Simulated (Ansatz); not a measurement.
Reaction (redistribution): `[NH2][Al]([F])[Br]` + `F[SiH2]S[SiH3]` → `[F][Al]([F])[Br]` + `N[SiH2]S[SiH3]`

Calculated with Ansatz (gas phase, PBE0-D4/def2-TZVP geometries, no zero-point term in ΔE). CBS: MP2 limit from def2 TZ/QZ plus the TZ coupled-cluster correction, frozen cores. This one scheme is used for every species. For Br outer-core shells are correlated without core-valence functions, which leaves a few kJ/mol of doubt a bond. Scalar relativity is left out up to krypton. Each species was taken in one conformer, which may not be the lowest.

```csv
level,ΔE (kJ/mol)
CCSD/def2-TZVPP,3.6
HF/def2-QZVPP,7.1
```

What does CCSD(T)/CBS give? (An estimate is asked.)

The calculation gave: +1.3 kJ/mol. The listed levels differ from it by 2.3, 5.8 kJ/mol.

Largest T1 diagnostic among the species: 0.012.

In def2-TZVPP, CCSD(T) changes the Hartree–Fock value by −5.6 kJ/mol (the triples alone add −0.8 kJ/mol) and MP2 by −7.3 kJ/mol.
